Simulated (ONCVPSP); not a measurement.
**lithium, ONCV: configuration errors across variants**

lithium, optimised norm-conserving Vanderbilt (ONCV), made with ONCVPSP 4.0.1 (PBE, scalar-relativistic). Core none, reference 1s2 2s0.75 2p0.25. Waves: 1s+2s: rc 1.00 bohr, ncon 5, nbas 8, qcut 15.6 1/bohr, 2 projectors; 2p: rc 4.00 bohr, ncon 3, nbas 6, qcut 1.9 1/bohr, 3 projectors, debl 0.8 Ha; d scattering state at 0.04 Ha: rc 4.40 bohr, ncon 4, nbas 7, qcut 2.1 1/bohr, 2 projectors, debl 2.8 Ha. Local part: polynomial inside 0.70 bohr (lpopt 5, dvloc0 0 Ha). Core correction: none.

All-electron excitation energies from the reference (eV): (1) 1s2 2s1 2p0 -0.446; (2) 1s2 2s0 2p0 4.850; (3) 1s2 2s0.5 2p0 1.602; (4) 1s1 2s1 2p0 67.961.

1 further variants failed, have other tests or too few solved ones, and are left out.

Errors AE − PS in meV (a dash: test not solved or not reliable):

| change | (1) | (2) | (3) | (4) | bound ghosts | GHOST(+) flags above zero |
| --- | --- | --- | --- | --- | --- | --- |
| base | -1.1 | +9.7 | +3.1 | +348 | none | none |
| local potential polynomial inside 0.60 bohr (lpopt 5, dvloc0 0 Ha) | -1.1 | +9.7 | +3.1 | +351 | none | none |
| s: qcut 20.5; p: qcut 2.5; d: qcut 2.8 | -0.7 | +6.4 | +2.0 | +337 | none | d |
| d: nbas 9 | -1.1 | +9.7 | +3.1 | +348 | none | none |
| p: debl 2.95 | -1.1 | +9.9 | +3.2 | +351 | none | p |

Task: Give the same row for: all radii scaled by about 1.14 (s 1.14, p 4.56, d 5.02 bohr); local potential polynomial inside 0.80 bohr (lpopt 5, dvloc0 0 Ha).

Result: -1.3, +12, +4.1, +503; bound ghosts: none; GHOST(+) flags above zero: none.
